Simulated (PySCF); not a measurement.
# Spin-rotation constants: `C=C/C=C(\F)C(=O)Br`, C5H4BrFO

Molfile (atoms numbered from 1):
```
C5H4BrFO
     RDKit          3D

 12 11  0  0  0  0  0  0  0  0999 V2000
   -2.4622    0.4077    0.1840 C   0  0  0  0  0  0  0  0  0  0  0  0
   -1.3571   -0.3175    0.0079 C   0  0  0  0  0  0  0  0  0  0  0  0
   -0.0445    0.2593    0.0428 C   0  0  0  0  0  0  0  0  0  0  0  0
    1.0975   -0.4377   -0.1288 C   0  0  0  0  0  0  0  0  0  0  0  0
    1.0733   -1.7602   -0.3511 F   0  0  0  0  0  0  0  0  0  0  0  0
    2.4045    0.1955   -0.0831 C   0  0  0  0  0  0  0  0  0  0  0  0
    2.6398    1.3473    0.0997 O   0  0  0  0  0  0  0  0  0  0  0  0
    3.8725   -1.0661   -0.3627 Br  0  0  0  0  0  0  0  0  0  0  0  0
   -2.4164    1.4695    0.3624 H   0  0  0  0  0  0  0  0  0  0  0  0
   -3.4410   -0.0374    0.1555 H   0  0  0  0  0  0  0  0  0  0  0  0
   -1.4148   -1.3824   -0.1705 H   0  0  0  0  0  0  0  0  0  0  0  0
    0.0496    1.3214    0.2180 H   0  0  0  0  0  0  0  0  0  0  0  0
  1  2  2  0
  2  3  1  0
  3  4  2  0
  4  5  1  0
  4  6  1  0
  6  7  2  0
  6  8  1  0
  1  9  1  0
  1 10  1  0
  2 11  1  0
  3 12  1  0
M  END
```

Computed, not measured: PySCF, GIAO BHandHLYP/pcSseg-1 magnetisability, rotational g tensor and spin-rotation constants, non-relativistic, gas phase. Geometry: GFN2-xTB.

The calculation is non-relativistic, which matters for the atoms heavier than Zn.

(1) Give the nuclear spin-rotation constants along the inertial axes (H = +C I·J) beside the isotropic shieldings.

(2) How do the rotational constants and the g tensor change when H9, H10, H11, H12 are replaced by deuterium?

## Answers

(1) Rotational constants 4.1841, 0.6097, 0.5321 GHz. A star marks the isotopologue with that one atom substituted, in its own axes.
| atom | isotope | Caa (kHz) | Cbb (kHz) | Ccc (kHz) | mean (kHz) | σ (ppm) |
| --- | --- | --- | --- | --- | --- | --- |
| F5 | 19F | 4.638 | 0.630 | 0.285 | 1.851 | 315.5 |
| Br8 | 79Br | 4.111 | 1.950 | 1.349 | 2.470 | 1658.2 |
| H9 | 1H | -0.401 | 0.056 | -0.065 | -0.136 | 25.7 |
| H10 | 1H | 0.114 | -0.023 | -0.061 | 0.010 | 25.8 |
| H11 | 1H | -0.405 | 0.063 | -0.060 | -0.134 | 24.8 |
| H12 | 1H | -0.365 | 0.058 | -0.067 | -0.124 | 25.0 |
| C1 | 13C* | 1.546 | 0.287 | 0.072 | 0.635 | 45.9 |
| C2 | 13C* | 1.522 | 0.297 | 0.061 | 0.626 | 49.3 |
| C3 | 13C* | 1.442 | 0.285 | 0.076 | 0.601 | 52.0 |
| C4 | 13C* | 1.416 | 0.284 | 0.128 | 0.609 | 32.0 |
| C6 | 13C* | 2.279 | 0.201 | 0.159 | 0.880 | 2.5 |
| O7 | 17O* | -2.484 | -0.574 | -0.055 | -1.038 | -273.9 |

For the geometry as given, no vibrational averaging.

(2) Constants 3.9845, 0.5643, 0.4943 GHz; g -0.0677, -0.0089, -0.0017, against -0.0711, -0.0095, -0.0017 before.
